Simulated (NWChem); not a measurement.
Species: SbHTeCl$_{2}$; SMILES [Cl][Sb]([TeH])[Cl]

```xyz
5

Sb     0.0057     0.8643     0.6119
Cl    -1.9113     1.2883    -0.7271
Cl     1.6451     1.7685    -0.8614
Te     0.0585    -1.8067    -0.1018
H      1.1918    -2.0968     1.0868
```
Atoms are numbered in this order, from 1.

Results from NWChem. The geometry was optimised at PBE0/def2-SVP. def2 effective core potentials on Sb, Te; no spin-orbit coupling.

For level B3LYP/STO-3G (all-electron, non-relativistic):

```yaml
highest occupied level (eV): -4.81
orbital gap (eV): 4.93
dipole (D): 3.37
```

Question: Estimate the same quantities for level B3LYP/def2-SVP (core potentials).

Answer: 
| Item | Value |
|---|---|
| highest occupied level (eV) | -6.56 |
| orbital gap (eV) | 4.30 |
| dipole (D) | 2.78 |
